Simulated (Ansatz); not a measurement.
Cl4F2W (`[F][W]([F])([Cl])([Cl])([Cl])[Cl]`), relaxed with RKS PBE-D4/def2-SVP in the Gaussian-basis code of Ansatz from a rough embedded geometry. The force threshold is 0.03 eV/Å; the program also tests the step.

Charge 0, multiplicity 1. W: def2 effective core potential.

Start:

```xyz
7

F    -0.606   -1.673    1.179
W     0.605   -0.004    0.831
F    -1.646    0.018    0.817
Cl    0.824    2.373    0.867
Cl    1.325   -1.229   -1.137
Cl   -1.388   -0.580   -0.924
Cl    0.886    1.095   -1.633
```

**Question.** How much energy does the relaxation release, and in how many steps? (Estimate.)

**Answer.** Computed: 11.50 eV, in 10 steps.

**Question.** Which bonds change most? (An estimate is asked.)

**Answer.** Computed: W2–Cl7 from 2.713 to 2.301 Å; W2–Cl6 from 2.718 to 2.312 Å; W2–F3 from 2.251 to 1.881 Å; F1–W2 from 2.091 to 1.880 Å.

**Question.** Give the relaxed structure. (An estimate is asked.)

**Answer.** The calculation gave: 
```xyz
7

F    -0.301   -1.258    1.402
W    -0.025   -0.004    0.028
F    -1.515    0.934    0.690
Cl    1.284    1.220    1.488
Cl    1.785   -1.230   -0.686
Cl   -1.479   -1.226   -1.291
Cl    0.251    1.565   -1.631
```
